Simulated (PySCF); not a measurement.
Numbering as in the mapped SMILES `[O:1]=[C:2]([Cl:3])[c:4]1[cH:5][cH:6][cH:7][cH:8][c:9]1[F:10]`. Hydrogens are named by the atom that carries them.

[PySCF: B97-2/pcSseg-2 with gauge-including orbitals; structure optimised with PBE0-D3(BJ)/def2-TZVP; no solvent model; one conformer; non-relativistic Hamiltonian]

Predict the 2D correlation tables (HSQC, COSY, HMBC).

Results:



HSQC (one-bond C–H):
```csv
δH,δC
8.12 (H(C5)),140.9 (C5)
7.82 (H(C7)),143.1 (C7)
7.41 (H(C6)),129.3 (C6)
7.36 (H(C8)),123.5 (C8)
```

COSY cross peaks (H two or three bonds apart, from the bond graph; peaks can be absent where the dihedral angle is near 90°):
```csv
δH,δH
8.12 (H(C5)),7.41 (H(C6))
7.82 (H(C7)),7.41 (H(C6))
7.82 (H(C7)),7.36 (H(C8))
```

HMBC (two and three bonds, from the bond graph):
```csv
δH,δC
8.12 (H(C5)),"178.7 (C2), 172.4 (C9), 143.1 (C7), 130.7 (C4), 129.3 (C6)"
7.82 (H(C7)),"172.4 (C9), 140.9 (C5), 129.3 (C6), 123.5 (C8)"
7.41 (H(C6)),"143.1 (C7), 140.9 (C5), 130.7 (C4), 123.5 (C8)"
7.36 (H(C8)),"172.4 (C9), 143.1 (C7), 130.7 (C4), 129.3 (C6)"
```

Scale: 1H and 13C against TMS (reference shieldings calculated alike).

Carbons that carry Cl, above all several Cl atoms, come out too deshielded, partly because spin–orbit coupling is missing. Shifts are as computed. Against solution values, carbons near 30 ppm lie about +3 ppm off and those near 130 ppm about +7 ppm; carbons on Cl a further +5 ppm. Of 1309 compounds with measured shifts, 239 miss one by over three times the rms of a fit or turn the order of signals round; such compounds aren't used in these exercises.
